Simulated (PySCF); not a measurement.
F₃Sb, SMILES [F][Sb+]([F])[F], charge +1, multiplicity 2.

Geometry optimised at PBE0-D3(BJ)/def2-SVP. The def2 effective core potentials stand for the cores of Sb; spin–orbit coupling is left out.

Level of theory: PBE/def2-TZVPD run with PySCF.

Isolated molecule, no solvent.

Computed frontier levels, dipole moment and polarisability:
| Quantity | Value |
|---|---|
| α spin, highest occupied and lowest empty level | -15.78 and -9.36 eV |
| β spin, highest occupied and lowest empty level | -16.83 and -14.84 eV |
| dipole moment about the centre of nuclear charge | 2.67 D |
| mean static polarisability | 35.3 bohr³ (5.23 Å³) |
| polarisability, principal values | 28.6, 38.7, 38.7 bohr³ |
| ⟨S²⟩ | 0.752 (pure state 0.75) |
